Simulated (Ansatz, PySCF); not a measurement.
Sn(OH)3(NH2) (H5NO3Sn), SMILES [NH2][Sn]([OH])([OH])[OH]. Atoms are numbered in the order given.

```xyz
10

N      1.6862    -0.8009    -0.7857
Sn    -0.0040     0.0230    -0.0191
O      0.2644     1.7098     0.9928
O     -1.1723     0.2922    -1.5990
O     -0.8755    -1.1337     1.3419
H      1.7269    -0.6503    -1.7954
H      2.5228    -0.3824    -0.3764
H     -0.0751     1.6086     1.8949
H     -2.0202     0.6901    -1.3550
H     -0.7577    -2.0709     1.1292
```
Charge 0, spin multiplicity 1.

Geometry: B3LYP-D3(BJ)/def2-SVP. The structure was generated by enumeration; whether it is a known compound was not checked. The def2 effective core potentials stand for the cores of Sn; spin–orbit coupling is left out. One conformer was computed; it need not be the lowest.

Two levels are set side by side: PBE-D3(BJ)/def2-SVP (Ansatz, an electronic-structure program) and B3LYP-D3(BJ)/def2-SVP (Ansatz). Each level has its own optimised geometry; the coordinates shown are those of the second. Frequencies come from the Hessian of PySCF at each geometry. Differences are taken from unrounded values.

| quantity | B3LYP-D3(BJ) |
|---|---|
| mean bond length (Å) | 1.437 |
| bond N1–Sn2 (Å) | 2.031 |
| bond Sn2–O3 (Å) | 1.985 |
| bond Sn2–O4 (Å) | 1.983 |
| bond Sn2–O5 (Å) | 1.987 |
| bond N1–H6 (Å) | 1.022 |
| bond N1–H7 (Å) | 1.021 |
| bond O3–H8 (Å) | 0.969 |
| bond O4–H9 (Å) | 0.968 |
| bond O5–H10 (Å) | 0.968 |
| highest harmonic wavenumber (cm⁻¹) | 3825 |
| mean harmonic wavenumber (cm⁻¹) | 1171 |
| zero-point energy (kcal/mol) | 40.16 |

What does PBE-D3(BJ) give, and how far is it from B3LYP-D3(BJ)? (Estimate from the structure and the level; the computed values follow.)


| quantity | PBE-D3(BJ) | PBE-D3(BJ) minus B3LYP-D3(BJ) |
|---|---|---|
| mean bond length (Å) | 1.451 | 0.014 |
| bond N1–Sn2 (Å) | 2.051 | 0.021 |
| bond Sn2–O3 (Å) | 2.005 | 0.020 |
| bond Sn2–O4 (Å) | 2.002 | 0.019 |
| bond Sn2–O5 (Å) | 2.006 | 0.019 |
| bond N1–H6 (Å) | 1.031 | 0.010 |
| bond N1–H7 (Å) | 1.031 | 0.009 |
| bond O3–H8 (Å) | 0.979 | 0.010 |
| bond O4–H9 (Å) | 0.977 | 0.009 |
| bond O5–H10 (Å) | 0.978 | 0.010 |
| highest harmonic wavenumber (cm⁻¹) | 3708 | -117 |
| mean harmonic wavenumber (cm⁻¹) | 1139 | -31 |
| zero-point energy (kcal/mol) | 39.09 | -1.07 |

Exact exchange shortens and stiffens bonds; PBE has none. Differences between two approximate levels are no errors against the true value.
